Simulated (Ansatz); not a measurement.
Total energies of C3H5OSi, SMILES `C#C[SiH]OC` radical.

```tsv
atom	x (Å)	y (Å)	z (Å)
C1	-0.881	-2.058	1.286
C2	-0.008	-1.269	1.005
Si3	1.361	-0.218	0.435
O4	0.813	1.150	-0.282
C5	-0.251	1.211	-1.205
H6	-1.651	-2.748	1.548
H7	2.217	0.209	1.568
H8	-1.129	0.670	-0.839
H9	0.044	0.792	-2.172
H10	-0.515	2.261	-1.344
```

Charge 0, multiplicity 2. The structure was optimised at the PBE0-D4/def2-TZVP level. It is one conformer, not always the lowest. Basis def2-TZVPP, Ansatz 0.2.0.

RPA on PBE orbitals: Hartree–Fock energy of these orbitals -480.27861 Eh, correlation -1.32683 Eh (frozen core).

```csv
functional,energy without D4 (Eh),D4 term (kJ/mol)
LDA (SPW92),-479.24900,–
PBE,-481.66049,-20.3
BLYP,-481.98974,-44.7
r2SCAN,-481.91524,-5.1
B97M-V,-481.95395,–
PBE0,-481.69773,-17.2
r2SCANh,-481.90260,-5.4
BHLYP,-481.94150,-25.0
ωB97M-V,-481.95070,–
PBE-QIDH,-481.58224,–
```

Give the same for revPBE, B3LYP, r2SCAN0, HSE06 (plane-wave form), CAM-B3LYP, LC-ωPBE, ωB97X-V, B2PLYP. (An estimate is asked.)

The calculation gave: 
| functional | energy without D4 (Eh) | D4 term (kJ/mol) |
| --- | --- | --- |
| revPBE | -481.93052 | -62.2 |
| B3LYP | -482.07732 | -32.7 |
| r2SCAN0 | -481.88482 | -6.0 |
| HSE06 (plane-wave form) | -481.68104 | -16.1 |
| CAM-B3LYP | -481.96516 | -17.5 |
| LC-ωPBE | -481.82028 | – |
| ωB97X-V | -481.93715 | – |
| B2PLYP | -481.77811 | – |

B3LYP takes the VWN-RPA correlation (the form of Gaussian; ORCA's B3LYP/G). HSE06 is the plane-wave form, built on full-range PBE exchange. The double hybrids freeze the cores in their second-order part.

LC-ωPBE has ω = 0.4 bohr⁻¹.
